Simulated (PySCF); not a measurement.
C3H8NOSi2: g tensor and hyperfine couplings

Species: C3H8NOSi2 (doublet state).
Geometry (GFN2-xTB, Å), atoms numbered from 1 in this order:
```
atom  x, y, z in Å
O1     3.5850   -0.9131   -0.4737
C2     2.8678   -0.1450   -1.0696
N3     1.6127    0.1965   -0.9604
Si4    0.5154    0.4212    0.2867
C5    -1.0636    1.3363   -0.2905
Si6   -2.1465   -0.2372   -0.2197
C7    -0.5894   -1.2242    0.2699
H8     3.2904    0.4035   -1.9600
H9     0.9434    0.7898    1.6373
H10   -0.9699    1.7573   -1.2860
H11   -1.3748    2.1363    0.3730
H12   -2.7342   -0.6585   -1.4893
H13   -3.1406   -0.2242    0.8548
H14   -0.2268   -1.9460   -0.4509
H15   -0.5733   -1.6848    1.2507
```

The hyperfine couplings belong to this conformer and change with its torsions.

As a line formula: `C([N][SiH]1C[SiH2]C1)=O` [radical].

Computed with UKS B3LYP, pcH-1 on C H N O Si, non-relativistic, mean-field spin-orbit, GIAO (PySCF 2.14.0). Isolated species at its GFN2-xTB geometry (one conformer only). Couplings are sensitive to structure, and on GFN2-xTB geometries they can be far from those on DFT ones. The frame is twisted about the C2–N3 bond at this geometry (dihedral O1–C2–N3–Si4 = 36°); couplings at other torsion angles weren't computed. No stability test was run, so a lower SCF solution isn't excluded.

| Property | Result |
| --- | --- |
| g1, g2, g3 | 2.00285, 2.00345, 2.00824 |
| g_iso | 2.00485 |
| Form of g | close to axial: the two nearest values differ by 11 % of g3 − g1 |
| ⟨S²⟩ | 0.7578 (exact 0.7500) |
| α and β electrons | 35, 34 |
| Total energy | -828.08728 Eh |
| Basis functions | 275 |

Isotropic coupling and dipolar principal values T1 to T3, in MHz; ρ(0) is the spin density at the nucleus:

| atom | isotope | a_iso | of which spin–orbit | T1 | T2 | T3 | Mulliken spin population | ρ(0) (bohr⁻³) |
| --- | --- | --- | --- | --- | --- | --- | --- | --- |
| O1 | 17O | -5.7 | -0.4 | -33.8 | 14.8 | 18.9 | 0.09 | 0.0087 |
| C2 | 13C | -34.5 | 0.0 | -11.6 | 3.3 | 8.2 | -0.06 | -0.0307 |
| N3 | 14N | 36.5 | 0.2 | -33.2 | -31.7 | 64.9 | 0.71 | 0.1124 |
| Si4 | 29Si | 60.3 | -0.1 | -11.5 | 0.1 | 11.4 | -0.04 | -0.0679 |
| C5 | 13C | 26.7 | 0.0 | -3.4 | -3.2 | 6.6 | 0.04 | 0.0238 |
| Si6 | 29Si | 3.3 | 0.0 | -4.2 | 2.0 | 2.2 | 0.01 | -0.0037 |
| C7 | 13C | 52.4 | 0.0 | -17.3 | -16.7 | 34.0 | 0.19 | 0.0466 |
| H8 | 1H | 154.4 | 0.0 | -7.8 | -1.8 | 9.6 | 0.07 | 0.0345 |
| H9 | 1H | -7.2 | 0.0 | -3.3 | -1.2 | 4.5 | 0.00 | -0.0016 |
| H10 | 1H | -1.3 | 0.0 | -3.3 | -0.5 | 3.8 | 0.00 | -0.0003 |
| H11 | 1H | 2.4 | 0.0 | -1.9 | -1.3 | 3.2 | 0.00 | 0.0005 |
| H12 | 1H | 2.0 | 0.0 | -0.9 | -0.8 | 1.7 | 0.00 | 0.0005 |
| H13 | 1H | 3.2 | 0.0 | -1.2 | -0.6 | 1.8 | 0.00 | 0.0007 |
| H14 | 1H | -11.6 | 0.0 | -9.3 | 0.0 | 9.4 | -0.01 | -0.0026 |
| H15 | 1H | 6.1 | 0.0 | -8.5 | -0.8 | 9.3 | 0.00 | 0.0014 |

Largest spin populations (Mulliken): N3 (+0.71), C7 (+0.19), O1 (+0.09) and H8 (+0.07).

Under fast tumbling the dipolar parts average out, and these isotropic splittings remain (the largest six): 1 × 1H (H8, I = 1/2, 2 lines) with 5.50 mT, 1 × 14N (N3, I = 1, 3 lines) with 1.30 mT, 1 × 1H (H9, I = 1/2, 2 lines) with 0.26 mT, 2 × 1H (H10/H14, I = 1/2, 3 lines) with 0.23 mT, 2 × 1H (H11/H15, I = 1/2, 3 lines) with 0.15 mT and 1 × 1H (H13, I = 1/2, 2 lines) with 0.11 mT.

Nuclei that the bonding pattern makes equivalent are averaged, as if the motion that swaps them (rotation, inversion, ring flip) were fast. The 1H value of -6.5 MHz is a mean of couplings from -11.6 to -1.3 MHz in this one geometry, not an average over conformers.

The 13C coupling of C5/C7 (mean 39.6 MHz) shows only in satellite lines or after enrichment, since that isotope makes up about 1.07 % of natural carbon.

The 29Si coupling of Si4 (60.3 MHz) shows only in satellite lines or after enrichment, since that isotope makes up about 4.7 % of natural silicon.
